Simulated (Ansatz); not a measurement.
Job for Ansatz (an electronic-structure program): R-CCSD(T)/aug-cc-pVDZ on C2H6Se (a complex), monomers drawn apart or pushed together. The run froze 16 orbitals, filled d shells among them.

Ansatz 0.2 input:
```yaml
crystal:
  periodic: [false, false, false]
  atoms:
    - {symbol: C, position_ang: [-0.30346475, 0.63998212, -0.06601888]}
    - {symbol: C, position_ang: [0.10920536, -0.61537879, 0.03457647]}
    - {symbol: H, position_ang: [-1.34818959, 0.88666125, -0.21210950]}
    - {symbol: H, position_ang: [0.38531656, 1.47332030, -0.00289293]}
    - {symbol: H, position_ang: [1.15309053, -0.86200671, 0.18418310]}
    - {symbol: H, position_ang: [-0.58039115, -1.44876279, -0.02491021]}
    - {symbol: Se, position_ang: [0.72577789, 0.79866858, 6.26153024]}
    - {symbol: H, position_ang: [-0.64277388, 0.33617958, 6.00187390]}
    - {symbol: H, position_ang: [0.48081162, 0.84225087, 7.71397463]}
basis:
  gaussian:
    orbitals: aug-cc-pVDZ
magnetization: {spin_polarized: false}
correlation: {method: ccsd_t, electrons: outside_noble_gas}
scf: {lower_state_search: off}
```

The log:

```
WARN ansatz: RAYON_NUM_THREADS=1 ignored (pool sized by the plan → 1); use --threads N
Functional definition: HF
these checks for a lower state are left out or cut short: stability, starts, cluster_reference, orbital_swaps, neighbouring_geometries, increment
integrals: 0.32 GiB planned
1387 factors; integrals over basis functions are off by at most 1.1e-3 eV
mean field: 0.47 GiB planned
mean field evaluation 1: about -67455.2311 eV, gradient 2.7e1 eV
mean field evaluation 2: about -67455.2501 eV, gradient 2.7e1 eV
mean field evaluation 4: about -67457.5020 eV, gradient 2.3e0 eV
mean field evaluation 8: about -67457.5274 eV, gradient 5.2e-4 eV
mean field -67457.52735714 eV, -2479.0184060207 hartree, gradient 3.3e-6 eV, S^2 0.000000; 0 other end points of the search recorded, 0 dependent functions left out
16 core orbitals not correlated
reference -67457.52735714 eV, -2479.0184060207 hartree; 10, 10 occupied and 110, 110 virtual orbitals, 1387 factors
second order -11.45075497 eV of doubles, -0.00000000 eV of singles
coupled cluster: 0.72 GiB planned
cycle   1  -12.40328924 eV  change   -9.5e-1 eV  update   7.8e-2
cycle   2  -12.80430608 eV  change   -4.0e-1 eV  update   2.7e-2
cycle   3  -12.84701722 eV  change   -4.3e-2 eV  update   8.8e-3
cycle   4  -12.84807094 eV  change   -1.1e-3 eV  update   2.8e-3
cycle   5  -12.84801940 eV  change    5.2e-5 eV  update   7.0e-4
cycle   6  -12.84802097 eV  change   -1.6e-6 eV  update   2.0e-4
cycle   7  -12.84808507 eV  change   -6.4e-5 eV  update   5.1e-5
cycle   8  -12.84810147 eV  change   -1.6e-5 eV  update   1.6e-5
perturbative correction -0.41756332 eV, -0.0153451691 hartree
Total energy: -67470.79302194 eV, -2479.5059102101 hartree
Checks for a lower state left out: stability, starts, cluster_reference, orbital_swaps, neighbouring_geometries, increment
```

Self-consistency was reached.

Cost: around 10 core-seconds (rough).
